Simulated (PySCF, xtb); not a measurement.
C2H7FSn, SMILES [CH3][SnH]([CH3])[F].

GFN2-xTB (xtb) at its own geometry gives an orbital gap of 4.88 eV and a dipole moment of 4.67 D.

Geometry optimised at B3LYP-D3(BJ)/def2-SVP. The structure was generated by enumeration; whether it is a known compound was not checked. The def2 effective core potentials stand for the cores of Sn; spin–orbit coupling is left out.

What does PBE/def2-TZVP (PySCF) give? (The exact figures need the calculation; the answer reports its results.)

gap 6.07 eV (levels -7.00 and -0.93 eV), dipole 3.09 D.
